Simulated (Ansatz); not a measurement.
`[SiH3][O][Cd][Br]` + CH₄ → `[CH3][Cd][Br]` + `O[SiH3]` at 298.15 K and 1 bar (formal exchange of groups at a Cd–O bond).

Program: Ansatz. Geometries: PBE0-D4/def2-TZVP. ΔE: electronic, gas phase. CCSD(T)/CBS is the MP2 limit (def2-TZVPP, def2-QZVPP) plus CCSD(T) − MP2 in def2-TZVPP, frozen cores. This one scheme is used for every species. def2 core potentials past Kr. For Br, Cd outer-core shells are correlated without core-valence functions, which leaves a few kJ/mol of doubt a bond. Scalar relativity is left out up to krypton. Each species was taken in one conformer, which may not be the lowest.

```csv
species,CCSD(T)/CBS energy (Eh),H − E (kJ/mol),S (J/(mol·K))
`[SiH3][O][Cd][Br]`,-3107.18482,98.6,378.9
CH₄,-40.46206,127.4,186.2
`[CH3][Cd][Br]`,-2780.94166,111.3,311.8
`O[SiH3]`,-366.69042,113.6,257.8
```

H − E and S are ideal-gas, rigid-rotor, harmonic terms from PBE0-D4/def2-TZVP, for one conformer and one mirror image of each species. 1 Eh = 2625.50 kJ/mol, R = 8.31446 J/(mol·K).

Question: By hand: ΔE, ΔH, ΔS and ΔG.

Answer: ΔE = (-2780.94166) + (-366.69042) − (-3107.18482) − (-40.46206) = 0.01480 Eh = 38.9 kJ/mol. Δ(H − E) = 111.3 + 113.6 − 98.6 − 127.4 = -1.1, so ΔH = 37.8 kJ/mol. ΔS = 311.8 + 257.8 − 378.9 − 186.2 = 4.5 J/(mol·K). ΔG = 37.8 − 298.15 × (4.5)/1000 = 36.5 kJ/mol.

Question: By hand: the equilibrium constant, and the temperature at which ΔG would vanish if ΔH and ΔS stayed fixed.

Answer: log₁₀ K = −ΔG/(RT ln 10) = -6.4. ΔG = 0 at ΔH/ΔS = 8400 K, far beyond where these terms or the molecules hold.

The number of gas molecules stays the same, so ΔS is small and ΔH decides. A doubt of 5 kJ/mol in ΔE shifts log₁₀ K by 0.9 here. Other conformers and mirror images would add mixing entropy, several J/(mol·K) or more a flexible species. Modes under 60 cm⁻¹, often nearly free rotors, make the harmonic entropy too high. These are equilibria of isolated gas molecules and say nothing of rates. Largest T1 diagnostic: 0.013 (customary marks: 0.02 for closed shells, 0.045 for open ones).
